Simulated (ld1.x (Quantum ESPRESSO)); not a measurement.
## Building the PAW potential for rhodium (Rh) (LDA (PZ), scalar-relativistic).

| Quantity | Value |
| --- | --- |
| Element | Rh |
| Generator | ld1.x (Quantum ESPRESSO) 7.5 |
| Type | PAW |
| Functional | LDA (PZ) |
| Relativity | scalar-relativistic |
| Frozen core | [Ar] 3d10 |
| Valence charge | 17 |
| Reference configuration | 4s2 4p6 4d8 5s1 5p0 |
| Partial waves | 4s (bound): rcut 1.40, rcutus 1.80 bohr; 5s (bound): rcut 1.40, rcutus 1.80 bohr; 4p (bound): rcut 1.45, rcutus 1.75 bohr; 5p (bound, empty): rcut 1.45, rcutus 1.75 bohr; 4d (bound): rcut 2.05, rcutus 2.20 bohr; 4d channel at 0.65 Ry: rcut 2.05, rcutus 2.20 bohr |
| Local potential | all-electron potential smoothed inside 2.10 bohr (lloc = -2) |
| Core correction | Bessel-smoothed model core, default radius (core density twice the valence density) |
| Augmentation charge | PSQ, inside the norm-conserving radii |

All-electron outer shells of the reference configuration (LDA (PZ), scalar-relativistic, ld1.x):

| shell | level (eV) | outermost node (bohr) | outermost maximum (bohr) |
| --- | --- | --- | --- |
| 3p | -482.56 | 0.15 | 0.34 |
| 3d | -301.01 | – | 0.29 |
| 4s | -82.55 | 0.47 | 0.88 |
| 4p | -50.53 | 0.47 | 0.94 |
| 4d | -6.15 | 0.46 | 1.15 |
| 5s | -4.59 | 1.19 | 2.63 |
| 5p | -0.97 | 1.35 | 3.78 |

Calculated quality:

```json
{
 "Cutoffs needed": "30 Ry and 50 Ry (the cutoffs (Ry, on a coarse ladder) from which the occupation-weighted sum of valence levels, in a spherical-Bessel basis at the reference potential, stays within 10 and 1 mRy of its value at 400 Ry)",
 "Ghost test": "no extra level below or beside the all-electron valence levels (s, p, d, f tested) (spherical-Bessel basis up to 400 Ry, 20 bohr box)",
 "Configuration tests": "test run stopped at test 4 of 9 (negative rho), 1 before it not solved; not counted: 4s2 4p6 4d6 5s0 5p0 (solver errors, printed error -1969 eV)",
 "Lowest eigenvalue of the overlap operator": "0.09 (p channel)",
 "Density cutoff estimated by the generator": "178 Ry"
}
```

Generation and tests took about 1.3 s on one core of a shared server CPU.
